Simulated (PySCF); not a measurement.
F₃H₃O₂Ti, SMILES [OH][Ti](<-[OH2])([F])([F])[F], multiplicity 1.

Geometry optimised at B3LYP-D3(BJ)/def2-SVP. The multiplicity is an assumed one; other spin states were not compared. Other conformers were not sampled.

Vertical ionisation energy (IE) and electron affinity (EA) in eV. Rows of orbital energies are one-electron estimates. Where ΔSCF, EOM or ADC give a negative EA the extra electron is unbound and the value depends on the basis.

```
level                                          IE    EA
-------------------------------------------  ----  ----
−ε(HOMO), −ε(LUMO), B3LYP/def2-TZVP (PySCF)  9.58  2.52
−ε(HOMO), −ε(LUMO), PBE/def2-TZVP (PySCF)    8.07  3.12
```
